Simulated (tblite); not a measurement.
C6H6ClF2 (doublet state).
SMILES with atom numbers: `[F:1][C:2]1[CH2:3][C:4]2([CH2:5]1)[CH2:6][C@@:7]2([F:8])[Cl:9]` (hydrogens: H10, H11 on C3; H12, H13 on C5; H14, H15 on C6)

Structure optimised with GFN2-xTB, isolated species. This method treats the open shell by occupation alone, without spin polarisation.

Question: What internal coordinates does the optimisation give?

Answer: 
```tsv
bond	length (Å)
F1–C2	1.347
C2–C3	1.498
C3–C4	1.528
C4–C5	1.526
C4–C6	1.506
C6–C7	1.497
C7–F8	1.357
C7–Cl9	1.753
C2–C5	1.498
C4–C7	1.488
C3–H10	1.093
C3–H11	1.091
C5–H12	1.093
C5–H13	1.091
C6–H14	1.079
C6–H15	1.080
```

A selection of angles:
```tsv
angle	degrees
F1–C2–C3	123.2
F1–C2–C5	123.2
C3–C2–C5	94.7
C2–C3–C4	86.3
C2–C3–H10	115.0
C2–C3–H11	116.1
C4–C3–H10	115.1
C4–C3–H11	114.8
H10–C3–H11	108.4
C3–C4–C5	92.5
C3–C4–C6	127.0
C3–C4–C7	126.3
C5–C4–C6	127.3
C5–C4–C7	126.7
C6–C4–C7	60.0
C4–C5–H12	115.2
C4–C5–H13	114.7
C2–C5–C4	86.4
C2–C5–H12	115.0
C2–C5–H13	116.1
H12–C5–H13	108.4
C4–C6–C7	59.4
C4–C6–H14	118.6
C4–C6–H15	118.2
C7–C6–H14	117.9
C7–C6–H15	117.0
H14–C6–H15	114.7
C6–C7–F8	118.0
C6–C7–Cl9	120.6
F8–C7–Cl9	110.7
C4–C7–C6	60.6
C4–C7–F8	118.4
C4–C7–Cl9	120.7
```

Dihedral angles: F1–C2–C3–C4 138° (anticlinal); C2–C3–C4–C5 -3° (synperiplanar); C3–C4–C5–C2 3° (synperiplanar); C3–C4–C6–C7 -115° (anticlinal); C4–C6–C7–F8 109° (anticlinal); F1–C2–C5–C4 -138° (anticlinal); C3–C4–C7–C6 116° (anticlinal).

Of the pairs four or more bonds apart, Cl9···H13 is among the closest relative to their van der Waals radii: 2.94 Å, 100 % of the sum of Bondi's values. The 3-membered ring C4–C6–C7 has internal angles of 59.4° to 60.6°. The 4-membered ring C2–C3–C4–C5 has internal angles of 86.3° to 94.7°; it is almost planar, 0.02 Å rms from its mean plane, widest ring torsion 3°. The 7 C–C bonds span 1.488 Å (C4–C7, drawn single) to 1.528 Å (C3–C4, drawn single), a spread of 0.040 Å. C2 (carbon bonded to 2 C and F) is pyramidal (angles 123.2°, 123.2° and 94.7°, sum 341.1°, 0.36 Å off the plane of its three neighbours).

Point group: C1 (no symmetry element, even within 0.4 Å). Its GFN2-xTB frequencies are all real (lowest 61 cm⁻¹). 3 starts were optimised and ended at 0.00, 0.00 and 0.02 kcal/mol (GFN2-xTB); the lowest of these is shown.

The run took 0.42 s wall on Arm Neoverse V2, one thread, shared host with 96 logical CPUs at a one-minute load of 62. This is the geometry optimisation.

The numbers are calculated, not measured.
